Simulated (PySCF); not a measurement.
Cl3Ga, SMILES [Cl][Ga+]([Cl])[Cl] (connectivity only; charge and spin as stated), charge +1, multiplicity 2. Geometry optimised at PBE0-D3(BJ)/def2-SVP.

The numbers are results of PBE0-D3(BJ)/def2-SVP run with PySCF, not measurements.

Harmonic wavenumbers (cm⁻¹): 85, 109, 169, 303, 371, 541. Rotational constants (GHz): 3.665, 1.488, 1.058; symmetry number 2.

Task: Work out the zero-point energy and the ideal-gas rigid-rotor harmonic-oscillator thermochemistry at 298.15 K and 1 atm.

Result: ZPE = ½ Σ hcν = ½ × 1578 cm⁻¹ = 2.26 kcal/mol. H − E(el) = 6.54 kcal/mol. Entropy in cal/(mol K): translation 41.40, rotation 27.03, vibration 12.54, spin 1.38, total 82.36. G − E(el) = -18.02 kcal/mol. Cp = 18.09 cal/(mol K). Modes under 150 cm⁻¹ make the vibrational entropy uncertain.
